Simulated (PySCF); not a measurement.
Cl3Si, doublet, geometry from GFN2-xTB. Base run: M062X/STO-3G (PySCF).

Input for PySCF:
```python
from pyscf import gto, scf, dft

mol = gto.M(
    atom='''
Si    0.305349    0.301083    0.303222
Cl   -0.851349   -0.875891    1.477321
Cl    1.471334   -0.855542   -0.881862
Cl   -0.871449    1.483482   -0.845170
''',
    basis='sto-3g',
    charge=0,
    spin=1,
    verbose=4,
)

mf = dft.UKS(mol)
mf.xc = 'm062x'
mf.kernel()
mf.analyze()
```

The base run was repeated with changes; each row names its change, and settings that it needs were set with it.

| change | ΔE vs base (mEh) | fitting functions | dipole (D) |
|---|---|---|---|
| base | 0.000 | - | 2.02 |
| auxbasis = even-tempered beta=2.0 | 1.089 | 328 | 2.02 |
| exchange = seminumerical (SGX) (with mf = sgx.sgx_fit(mf, auxbasis='def2-universal-jfit'); with mf.with_df.dfj = True) | -5.606 | 204 | 2.01 |
| auxbasis = cc-pvtz-jkfit | -0.279 | 484 | 2.02 |
| auxbasis = def2-tzvp-ri | -42.514 | 452 | 2.02 |
| auxbasis = default (with mf = mf.density_fit()) | -1.967 | 512 | 2.02 |
| auxbasis = even-tempered beta=1.6 | 1.367 | 456 | 2.02 |
| auxbasis = def2-universal-jkfit | -1.967 | 512 | 2.02 |
| auxbasis = cc-pvtz-ri | -7.761 | 488 | 2.02 |
| auxbasis = def2-svp-ri | -962.5 | 248 | 1.99 |

A fitting set is made for a task (jfit for Coulomb, jkfit for Coulomb and exchange, ri for correlation) and for a family of orbital bases.

Open shells are given as the SCF converged; they aren't shown to be the lowest states, and a large step between rows can be another state.
